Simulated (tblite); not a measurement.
Species: C4H7BO3.
SMILES with atom numbers: `[CH2:1]=[CH:2][C:3](=[O:4])[CH2:5][B:6]([OH:7])[OH:8]` (hydrogens: H9, H10 on C1; H11 on C2; H12, H13 on C5; H14 on O7; H15 on O8)

Computed with GFN2-xTB (tblite), gas phase: Langevin dynamics at 200 K from the optimised GFN2-xTB geometry, time step 0.5 fs, friction 0.01 fs⁻¹, 2000 steps. The instantaneous temperature is 2·E(kin)/(3Nk) with all 3N coordinates.

```csv
t (fs),T (K),E(pot) above start (eV),C1=C2 (Å),C2–C3 (Å),C3=O4 (Å),C3–C5 (Å),C5–B6 (Å),C1–H9 (Å),C1–C2–C3–O4 (°)
0,160,0.000,1.327,1.478,1.221,1.495,1.624,1.078,7
25,61,0.187,1.325,1.457,1.211,1.531,1.630,1.144,8
50,140,0.145,1.315,1.496,1.203,1.503,1.640,1.059,13
75,123,0.201,1.332,1.481,1.228,1.515,1.605,1.060,14
100,123,0.223,1.330,1.483,1.241,1.487,1.632,1.133,15
125,161,0.163,1.336,1.480,1.231,1.468,1.592,1.063,10
150,126,0.293,1.329,1.517,1.194,1.515,1.652,1.057,21
175,142,0.173,1.308,1.490,1.215,1.491,1.594,1.095,17
200,165,0.245,1.326,1.484,1.216,1.511,1.631,1.076,27
225,155,0.211,1.363,1.470,1.215,1.482,1.607,1.095,15
250,151,0.175,1.347,1.512,1.223,1.485,1.644,1.069,8
275,139,0.215,1.306,1.463,1.237,1.488,1.585,1.117,4
300,169,0.248,1.317,1.481,1.224,1.523,1.675,1.113,4
325,221,0.321,1.355,1.483,1.208,1.511,1.578,1.040,2
350,268,0.375,1.338,1.500,1.219,1.491,1.663,1.068,12
375,239,0.401,1.321,1.493,1.234,1.488,1.598,1.142,-2
400,254,0.272,1.313,1.480,1.234,1.490,1.617,1.078,19
425,226,0.312,1.317,1.449,1.216,1.504,1.591,1.063,4
450,186,0.456,1.340,1.504,1.200,1.589,1.604,1.120,11
475,313,0.237,1.348,1.476,1.231,1.507,1.583,1.069,-5
500,207,0.422,1.341,1.491,1.227,1.477,1.639,1.060,6
525,274,0.266,1.316,1.483,1.224,1.485,1.625,1.110,-12
550,228,0.325,1.325,1.454,1.231,1.490,1.661,1.100,-4
575,214,0.419,1.344,1.460,1.227,1.512,1.657,1.036,-19
600,278,0.379,1.334,1.482,1.205,1.540,1.657,1.110,-5
625,189,0.566,1.308,1.430,1.209,1.477,1.601,1.113,-7
650,274,0.367,1.329,1.527,1.225,1.489,1.639,1.046,1
675,252,0.323,1.351,1.548,1.205,1.489,1.633,1.070,-1
700,251,0.365,1.342,1.481,1.218,1.457,1.602,1.082,5
725,214,0.373,1.336,1.494,1.224,1.535,1.625,1.083,1
750,219,0.399,1.293,1.532,1.199,1.494,1.594,1.057,4
775,277,0.246,1.352,1.487,1.224,1.467,1.626,1.087,18
800,245,0.389,1.371,1.487,1.218,1.477,1.630,1.080,18
825,196,0.422,1.346,1.492,1.215,1.550,1.628,1.071,35
850,182,0.451,1.308,1.445,1.233,1.524,1.651,1.102,22
875,215,0.460,1.323,1.478,1.207,1.574,1.627,1.058,31
900,274,0.389,1.326,1.530,1.199,1.497,1.643,1.087,16
925,222,0.402,1.339,1.475,1.232,1.468,1.650,1.097,0
950,173,0.356,1.337,1.480,1.220,1.490,1.596,1.075,-5
975,127,0.410,1.347,1.495,1.218,1.505,1.603,1.089,-8
1000,176,0.255,1.320,1.490,1.230,1.464,1.589,1.068,-2
```

Q: From 500 fs on, how do temperature and potential energy compare with equipartition?

A: The mean temperature of these 21 frames is 223 K against the target 200 K, and the mean potential energy 0.38 eV against 39 × kT/2 = 0.34 eV for 39 classical harmonic modes. For 15 atoms in a canonical ensemble the temperature itself scatters by T·√(2/(3N)) = 42 K; here its standard deviation is 40 K. The whole run lasts only 10 friction times of 100 fs, so these averages carry a wide statistical error.

Q: What are the kinetic and total energies of the listed frame with the highest potential energy?

A: The one at 625 fs, 0.566 eV above the start. Its kinetic energy is 3NkT/2 = 0.366 eV at 189 K, so the sum is 0.93 eV; over the listed frames the sum runs from 0.30 to 0.93 eV, since the thermostat adds and removes energy.

Q: How much do the listed bonds fluctuate from 500 fs on?

A: 
```json
{"bond": "C1=C2", "at the start (Å)": "1.327", "mean (Å)": "1.333", "standard deviation (Å)": "0.017"}
{"bond": "C2–C3", "at the start (Å)": "1.478", "mean (Å)": "1.488", "standard deviation (Å)": "0.028"}
{"bond": "C3=O4", "at the start (Å)": "1.221", "mean (Å)": "1.219", "standard deviation (Å)": "0.010"}
{"bond": "C3–C5", "at the start (Å)": "1.495", "mean (Å)": "1.498", "standard deviation (Å)": "0.030"}
{"bond": "C5–B6", "at the start (Å)": "1.624", "mean (Å)": "1.627", "standard deviation (Å)": "0.022"}
{"bond": "C1–H9", "at the start (Å)": "1.078", "mean (Å)": "1.080", "standard deviation (Å)": "0.021"}
```

The motion is classical and holds no zero-point motion.

What follows is the cost of the whole dynamics run. Hardware: one thread, Arm Neoverse V2 (aarch64), no GPU, on a shared host. Cost: 8.2 s, 0.19 GiB resident at most.
